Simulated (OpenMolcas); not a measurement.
Co2+: input and output

Input:

```
&GATEWAY
Coord
1

Co 0.0 0.0 0.0
Basis=ANO-R1
Group=XYZ
NoMove
AngMom=0.0 0.0 0.0
AMFI
&SEWARD
* reference wave functions (RASSCF and RASSI steps not shown): 7 electrons in 5 orbitals (3d)
>>> COPY JOB001 $Project.JobIph
&CASPT2
Multistate=10 1 2 3 4 5 6 7 8 9 10
Frozen=2 3
IPEA=0.25
Imaginary=0.1
MaxIter=60
WThr=0.0 0.3 0.05
PrWF=0.5
NoMix
>>> COPY JOB002 $Project.JobIph
&CASPT2
Multistate=40 1 2 3 4 5 6 7 8 9 10 11 12 13 14 15 16 17 18 19 20 21 22
23 24 25 26 27 28 29 30 31 32 33 34 35 36 37 38 39 40
Frozen=2 3
IPEA=0.25
Imaginary=0.1
MaxIter=60
WThr=0.0 0.3 0.05
PrWF=0.5
NoMix
```

Output, cut to the results:

```
--- CASPT2 ---
Orbital specifications:
      -----------------------

      Symmetry species                           1   2
                                                ag  au
      Frozen orbitals                            2   3
      Inactive orbitals                          1   3
      Active orbitals                            5   0
      Secondary orbitals                         7  10
      Deleted orbitals                           0   0
      Number of basis functions                 15  16
Type of calculation                        MS-CASPT2
      Fock operator                              state-specific
      IPEA shift                                 0.25
      Real shift                                 0.00
      Imaginary shift                            0.10
      The input orbitals will be transformed to quasi-canonical
Reference energy:       -1391.0667261028
      E2 (Non-variational):      -0.3470769827
      Shift correction:          -0.0001249038
      E2 (Variational):          -0.3472018865
      Total energy:           -1391.4139279894
      Residual norm:              0.0000005448
      Reference weight:           0.94365
      Contributions to the CASPT2 correlation energy
      Active & Virtual Only:         -0.1556578689
      One Inactive Excited:          -0.1452490038
      Two Inactive Excited:          -0.0461701100
Reference energy:       -1391.0667261028
      E2 (Non-variational):      -0.3494210645
      Shift correction:          -0.0001290577
      E2 (Variational):          -0.3495501222
      Total energy:           -1391.4162762251
      Residual norm:              0.0000004088
      Reference weight:           0.94267
      Contributions to the CASPT2 correlation energy
      Active & Virtual Only:         -0.1571820090
      One Inactive Excited:          -0.1458709422
      Two Inactive Excited:          -0.0463681133
::    CASPT2 Root  1     Total energy:  -1391.41392799
::    CASPT2 Root  2     Total energy:  -1391.41627623
::    CASPT2 Root  3     Total energy:  -1391.41557220
::    CASPT2 Root  4     Total energy:  -1391.41583907
::    CASPT2 Root  5     Total energy:  -1391.41444867
::    CASPT2 Root  6     Total energy:  -1391.41324006
::    CASPT2 Root  7     Total energy:  -1391.41340219
::    CASPT2 Root  8     Total energy:  -1391.34158442
::    CASPT2 Root  9     Total energy:  -1391.34158444
::    CASPT2 Root 10     Total energy:  -1391.34158444
::    MS-CASPT2 Root  1     Total energy:  -1391.41689078
::    MS-CASPT2 Root  2     Total energy:  -1391.41597772
::    MS-CASPT2 Root  3     Total energy:  -1391.41546951
::    MS-CASPT2 Root  4     Total energy:  -1391.41437175
::    MS-CASPT2 Root  5     Total energy:  -1391.41380484
::    MS-CASPT2 Root  6     Total energy:  -1391.41343409
::    MS-CASPT2 Root  7     Total energy:  -1391.41281473
::    MS-CASPT2 Root  8     Total energy:  -1391.34157988
::    MS-CASPT2 Root  9     Total energy:  -1391.34156417
::    MS-CASPT2 Root 10     Total energy:  -1391.34155223
--- CASPT2 ---
Orbital specifications:
      -----------------------

      Symmetry species                           1   2
                                                ag  au
      Frozen orbitals                            2   3
      Inactive orbitals                          1   3
      Active orbitals                            5   0
      Secondary orbitals                         7  10
      Deleted orbitals                           0   0
      Number of basis functions                 15  16
Type of calculation                        MS-CASPT2
      Fock operator                              state-specific
      IPEA shift                                 0.25
      Real shift                                 0.00
      Imaginary shift                            0.10
      The input orbitals will be transformed to quasi-canonical
Reference energy:       -1390.9813492539
      E2 (Non-variational):      -0.3573003454
      Shift correction:          -0.0001314506
      E2 (Variational):          -0.3574317960
      Total energy:           -1391.3387810499
      Residual norm:              0.0000000886
      Reference weight:           0.94120
      Contributions to the CASPT2 correlation energy
      Active & Virtual Only:         -0.1600379563
      One Inactive Excited:          -0.1494563468
      Two Inactive Excited:          -0.0478060423
Reference energy:       -1390.9813492539
      E2 (Non-variational):      -0.3572810930
      Shift correction:          -0.0001314107
      E2 (Variational):          -0.3574125038
      Total energy:           -1391.3387617577
      Residual norm:              0.0000000936
      Reference weight:           0.94120
      Contributions to the CASPT2 correlation energy
      Active & Virtual Only:         -0.1599994197
      One Inactive Excited:          -0.1494682078
      Two Inactive Excited:          -0.0478134656
::    CASPT2 Root  1     Total energy:  -1391.33878105
::    CASPT2 Root  2     Total energy:  -1391.33876176
::    CASPT2 Root  3     Total energy:  -1391.33883701
::    CASPT2 Root  4     Total energy:  -1391.33882462
::    CASPT2 Root  5     Total energy:  -1391.33891451
::    CASPT2 Root  6     Total energy:  -1391.33880232
::    CASPT2 Root  7     Total energy:  -1391.33883794
::    CASPT2 Root  8     Total energy:  -1391.33887779
::    CASPT2 Root  9     Total energy:  -1391.33904451
::    CASPT2 Root 10     Total energy:  -1391.31172595
::    CASPT2 Root 11     Total energy:  -1391.31391497
::    CASPT2 Root 12     Total energy:  -1391.31253669
::    CASPT2 Root 13     Total energy:  -1391.31063602
::    CASPT2 Root 14     Total energy:  -1391.31239115
::    CASPT2 Root 15     Total energy:  -1391.30921383
::    CASPT2 Root 16     Total energy:  -1391.31075645
::    CASPT2 Root 17     Total energy:  -1391.31155915
::    CASPT2 Root 18     Total energy:  -1391.31145253
::    CASPT2 Root 19     Total energy:  -1391.31209596
...
```

Levels above the lowest, from the spin-orbit matrix with the multistate effective Hamiltonian, averaged by term, added to it:

```csv
Configuration,Term,J,E (cm-1),Measured (cm-1),g,Term weight %
3d7,4F,9/2,0.0,0.0,1.334,100
3d7,4F,7/2,845,841,1.238,100
3d7,4F,5/2,1463,1451,1.029,100
3d7,4F,3/2,1887,1867,0.400,100
3d7,4P,5/2,16590,15202,1.600,100
3d7,4P,3/2,16770,15428,1.703,92
3d7,2G,9/2,17110,16978,1.109,98
3d7,4P,1/2,17230,15811,2.609,97
3d7,2G,7/2,17900,17766,0.889,100
3d7,2P,3/2,20480,20195,1.325,85
3d7,2P,1/2,21150,,0.727,97
3d7,2D(1),5/2,23550,23059,1.202,99
3d7,2H,11/2,23880,22720,1.091,100
3d7,2H,9/2,24580,23434,0.912,99
3d7,2D(1),3/2,24740,24237,0.839,92
3d7,2F,5/2,39150,37021,0.857,100
3d7,2F,7/2,39500,37316,1.143,100
3d7,2D(2),3/2,61090,,0.800,100
3d7,2D(2),5/2,61550,,1.200,100
```

Against the 15 measured excited levels shown (Sugar and Corliss, J. Phys. Chem. Ref. Data 10, 1097 (1981)) the mean absolute deviation is 820 cm-1; the largest miss in energy is 3d7 2F 7/2: computed 39500, measured 37316 cm-1 (+5.9 %), and the largest in proportion 3d7 4P 5/2 (+9.1 %).

CASPT2 does not keep the components of a term degenerate, so their means are used; among the terms shown or strongly mixed into the levels shown the widest spread is 900 cm-1 (3d7 4F). The CASPT2 spread within a term exceeds the gap to the next term for 3d7 2D(1) and 3d7 2H, so the order of their levels is uncertain. Computed and measured levels are paired by configuration, term and J; levels that our copy of the source lacks, or whose pairing is in doubt (as where it misses far off the trend of its configuration), stay unpaired and out of the deviations. Only configurations of the active space appear.

The term weight is that of the spin-free term in the level, not the purity of its configuration. A number in round brackets counts repeated terms of one configuration in the order of the reference energies.
